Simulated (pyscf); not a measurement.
[HB–NH₂]• -> [H₂B–NH]•, a hydrogen shift (doublet surface; H–N broken, B–H formed). Structures and frequencies: ωB97X-D3(BJ)/def2-SVP in PySCF. Correlated levels are frozen-core, on RHF or UHF. ΔMP2 is the change of the MP2 total energy from the triple- to the quadruple-zeta basis. Energies in kcal/mol from the reactant's lowest minimum found.

Small-basis levels: PySCF, no dispersion term, spherical d functions. Open shells are spin-unrestricted. 

Quick B3LYP/6-31G* single points give ΔE‡ = 46.7 kcal/mol and ΔE = +4.0 kcal/mol. What does CCSD(T)/def2-TZVPP + ΔMP2(QZVPP) give, and how far is the quick result from it?

CCSD(T)/def2-TZVPP + ΔMP2(QZVPP) gives ΔE‡ = 47.2 kcal/mol and ΔE = +10.8 kcal/mol. B3LYP/6-31G* lies 0.5 kcal/mol under it in the barrier and 6.8 kcal/mol under it in the reaction energy, so on this step it does not hold to within 3.0 kcal/mol. CCSD(T)/def2-TZVPP + ΔMP2(QZVPP) has limits of its own. This is the saddle that the search found; another between the same sides may lie lower. The CCSD(T) − MP2 part came from Ansatz, without density fitting, on the same reference.
